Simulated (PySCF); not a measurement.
Level of theory: PySCF 2.14.0 with B3LYP-D3(BJ)/def2-TZVP // r2SCAN-D4/def2-SVP. Gas-phase values, no solvent. B3LYP has the VWN-RPA correlation part, as in Gaussian. 

Reference species: [Zn(Cl)(F)] (neutral, multiplicity 1).

dipole moment: 0.64 D

Changed species: [Zn(Cl)(Br)] (Y = Br; the reference has Y = F).

Predict the effect on the dipole moment.

the dipole moment drops by 0.31 D, to 0.33 D.
